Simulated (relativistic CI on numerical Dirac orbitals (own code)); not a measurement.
# Co²⁺ in a cubic cluster: 2p photoemission with charge transfer

Computed with a charge-transfer multiplet model of a cubic metal-ligand cluster with up to 2 ligand holes, Slater and spin-orbit integrals from Dirac-Coulomb-Breit ions, Slater integrals scaled by 0.8. The parameters are those of a tetrahedral site (10Dq negative, t2 hopping the larger). The ground state mixes d7 with configurations of k ligand holes L, whose averages lie at kΔ + k(k − 1)U_dd/2; a core hole lowers each added d electron by U_cd. 300 K, Lorentzian 0.6 eV and Gaussian 0.8 eV FWHM.

Atomic integrals in eV (Slater integrals scaled, ζ unscaled), ground: F2dd 9.233, F4dd 5.731, zeta_d 0.063; with the core hole: F2dd 10.695, F4dd 6.685, zeta_d 0.093, zeta_core 9.664, F2cd 6.345, G1cd 4.816, G3cd 2.738.

Cluster parameters (eV): U_dd = 7.1, U_cd = 8.1, 10Dq = -0.2, 10Dq(ligand) = 0, V(eg) = 0.82, V(t2g) = -1.4, final-state hopping factor = 0.9.

Weights, n_d and S are thermal averages at 300 K. Binding energies count from the first peak over 30 % of the highest in each spectrum, which can be another peak from case to case. The parameters are a model scan and need not match a compound or its usual spin state. Peaks in eV (height, largest 100): 0.0 (100), 5.3 (78), 7.8 (65), 11.2 (20), 12.5 (14), 16.1 (56), 21.7 (47).

Problem. Which parameters give this spectrum?
A. Δ = 1.5 eV
B. Δ = 6.5 eV
C. Δ = 3.5 eV
D. Δ = 2.5 eV
E. Δ = 5.5 eV

Solution. D. Δ = 2.5 eV; the ground state then has 7.22 d electrons and S = 1.50. The choice follows from running the model for each set and comparing peak positions and heights.
